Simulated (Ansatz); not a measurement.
Harmonic frequencies (cm⁻¹) at PBE0-D4/def2-TZVP from Ansatz: 71, 194, 325, 345, 432, 446, 500, 538, 617, 716, 716, 750, 877, 978, 1011, 1040, 1155, 1304, 1401, 1452, 1480, 1712, 3149, 3263, 3834, 3858, 3880.

Each molecule was computed in one conformer, which needn't be the lowest.

**Question.** Which molecule is it?
A. `C=C(F)B[SiH3]`
B. `CC([SiH3])=C=N`
C. `C=COB(O)O`
D. `C=C(O)B(O)O`

**Answer.** D.
